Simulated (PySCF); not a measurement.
## How methods differ on the excitation energy of V

V [Ar] 3d3 4s2 (4F) → V [Ar] 3d5 (6S), as a difference of total energies. Computed with PySCF 2.14 in aug-cc-pVTZ (8s7p5d3f2g, 93 functions), with the non-relativistic Hamiltonian (point nucleus). Correlated levels: valence: [Ar] frozen. The calculations carry no spin-orbit coupling.

```json
{"method": "UHF", "excitation energy (cm⁻¹)": "28101"}
{"method": "LDA", "excitation energy (cm⁻¹)": "5369.2"}
{"method": "PBE", "excitation energy (cm⁻¹)": "7388.5"}
{"method": "PBE0", "excitation energy (cm⁻¹)": "11934"}
{"method": "r2SCAN", "excitation energy (cm⁻¹)": "11101"}
{"method": "B2PLYP", "excitation energy (cm⁻¹)": "18024"}
{"method": "wB97X-V", "excitation energy (cm⁻¹)": "15336"}
{"method": "r2SCAN0", "excitation energy (cm⁻¹)": "14866"}
{"method": "M06", "excitation energy (cm⁻¹)": "13882"}
{"method": "MP2 (valence)", "excitation energy (cm⁻¹)": "19770"}
{"method": "SCS-MP2 (valence)", "excitation energy (cm⁻¹)": "31685"}
```

A first-order spin-orbit estimate (lowest level to lowest level, LS coupling) adds 0.043 eV.
